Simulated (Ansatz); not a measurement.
Consider the ligand exchange at a Ge–C bond: `N#[C][Ge]([F])([F])[F]` + HCl → `[F][Ge]([F])([F])[Cl]` + `C#N`.

Isolated molecules relaxed with PBE0-D4/def2-TZVP in Ansatz; ΔE leaves out vibrations. CCSD(T)/CBS is the MP2 limit (def2-TZVPP, def2-QZVPP) plus CCSD(T) − MP2 in def2-TZVPP, frozen cores. This one scheme is used for every species. DFT in def2-TZVPP. B3LYP here is the variant with VWN-RPA as its local correlation; programs differ in this. HSE06 is defined as in plane-wave codes. For Ge outer-core shells are correlated without core-valence functions, which leaves a few kJ/mol of doubt a bond. Scalar relativity is left out up to krypton.

| level | ΔE (kcal/mol) | difference from CCSD(T)/CBS |
| --- | --- | --- |
| revPBE-D4 | -16.4 | -0.2 |
| BLYP-D4 | -16.6 | -0.4 |
| B97M-V | -17.4 | -1.2 |
| B3LYP-D4 | -17.0 | -0.8 |
| r2SCANh-D4 | -17.7 | -1.5 |
| HSE06-D4 | -17.1 | -0.9 |
| ωB97M-V | -17.1 | -0.9 |
| revPBE | -16.5 | -0.3 |
| B3LYP | -17.0 | -0.8 |
| CAM-B3LYP | -16.8 | -0.6 |
| CCSD/def2-SVP | -16.0 | 0.2 |
| HF/def2-TZVPP | -18.0 | -1.8 |
| CCSD/def2-TZVPP | -15.2 | 1.0 |
| CCSD(T)/def2-TZVPP | -15.0 | 1.2 |
| MP2/def2-QZVPP | -16.1 | 0.1 |
| MP2/CBS(def2) | -16.6 | -0.4 |
| CCSD(T)/CBS | -16.2 | 0 |

Largest T1 diagnostic among the species: 0.014.

Leaving LDA and LC-ωPBE aside and taking each functional with its dispersion term where it has one, the values, not all of them listed here, spread over 1.4 kcal/mol, from r2SCAN0-D4 to revPBE-D4. In def2-TZVPP, CCSD(T) changes the Hartree–Fock value by +3.0 kcal/mol (the triples alone add +0.2 kcal/mol) and MP2 by +2.6 kcal/mol. From BLYP to BHLYP (50 % exact exchange), in def2-TZVPP and without D4, ΔE moves by −1.0 kcal/mol.
